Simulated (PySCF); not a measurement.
**Relaxation of singlet TaO₂Br**

These are results of PySCF, PBE0, basis Ta def2-TZVP with ECP60, O def2-TZVP, Br def2-TZVP (scalar-relativistic core potentials, no spin–orbit coupling, density fitting), not measurements. A (50,194) grid was used.

A start displaced from a saddle point along its imaginary mode, of Cs symmetry, held to at least that symmetry:

```xyz
4
charge 0 multiplicity 1, angstrom
Ta    0.0000    0.0616   -0.5703
O     1.4169   -0.2500   -1.5590
O    -1.4169   -0.2500   -1.5590
Br    0.0000   -0.0399    1.9395
```

Question: What does it relax to?

Answer: It ends at Cs with Ta–Br 2.467 Å, Ta–O 1.723 Å (×2); Br–Ta–O 110.5° (×2), O–Ta–O 106.4°. A frequency run shows a minimum. Other isomers or separated fragments may lie lower.

Question: How much energy is released, and in how many steps?

Answer: 22.3 kJ/mol in 7 steps.

No spin–orbit coupling is included, which matters more the heavier the element.
